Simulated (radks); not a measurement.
Results of a calculation; reference values are marked as such.
Task: Valence configurations of K I (all share [Ar]). Code: a radial shooting solver on a logarithmic mesh with Libxc functionals. Model: scalar-relativistic Kohn-Sham, PBE, spin-unpolarised, spherical densities, point nucleus. Order these by energy: 4s1; 4p1; 4s0.5 4p0.5; 3d1.

Result: From the lowest, in eV above it: 4s1 0.000; 4s0.5 4p0.5 0.766; 4p1 1.553; 3d1 2.456. NIST lists [Ar] 4s1 as the ground configuration; this level of theory agrees among the configurations tried. The energies are those of spherical spin-averaged densities, not of single terms.
